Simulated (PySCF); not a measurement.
Gas-phase reaction: 2 GaCl2NH2 = 2 GaH2Cl + Cl2 + 2 N

Energies from PySCF (xtb for GFN2), thermal terms from the rigid-rotor harmonic-oscillator model, ideal gas at 1 bar. † marks an energy on the PBE0/def2-TZVP geometry and frequencies; other levels use their own. MP2 and CCSD(T) freeze the core. 6-31G* has spherical d functions here. Open shells (unrestricted): N (multiplicity 4); the rest are closed-shell singlets. GFN2 has no spin-polarisation term. B3LYP is the form with VWN-RPA correlation. Ga: all electrons, no relativistic terms. GaCl2NH2, GaH2Cl: computed as isolated molecules; such fragments, hydroxides, amides, oligomers or adducts are transient or little studied in the gas. MP2 isn't extrapolated to the basis-set limit; its ΔH°(298 K) is 1469.0 kJ in def2-SVP and 1527.8 kJ in def2-TZVPP. CCSD(T) isn't extrapolated to the basis-set limit; its ΔH°(298 K) is 1387.4 kJ in def2-SVP and 1440.2 kJ in def2-TZVPP. The harmonic model lacks anharmonicity and excited electronic states, which grow with temperature; levels with a mode under 35 cm⁻¹ are left out. Soft modes under 120 cm⁻¹ make the harmonic entropy rough for GaCl2NH2. Warning, point group unlike the PBE0 one: GaCl2NH2 (B3LYP/6-31G*, GFN2-xTB, PBE/def2-SVP).

| level | ΔE electronic, kJ | ΔH°(298 K), kJ | ΔS°(298 K), J/K | ΔG°(600 K), kJ |
|---|---|---|---|---|
| B3LYP/6-31G* | 1477 | 1414 | 374 | 1190 |
| B3LYP/def2-TZVP† | 1514 | 1453 | 361 | 1236 |
| BLYP/def2-TZVP† | 1515 | 1454 | 361 | 1237 |
| CCSD(T)/def2-SVP† | 1449 | 1387 | 361 | 1171 |
| CCSD(T)/def2-TZVPP† | 1501 | 1440 | 361 | 1224 |
| GFN2-xTB | 2182 | 2121 | 362 | 1904 |
| MP2/def2-SVP† | 1530 | 1469 | 361 | 1252 |
| MP2/def2-TZVPP† | 1589 | 1528 | 361 | 1311 |
| PBE/def2-SVP | 1610 | 1551 | 368 | 1331 |
| PBE0/def2-TZVP | 1548 | 1486 | 361 | 1270 |
| r2SCAN/def2-TZVP† | 1536 | 1475 | 361 | 1259 |
ΔH° is lowest at CCSD(T)/def2-SVP† and highest at GFN2-xTB. No reference value is set beside these.
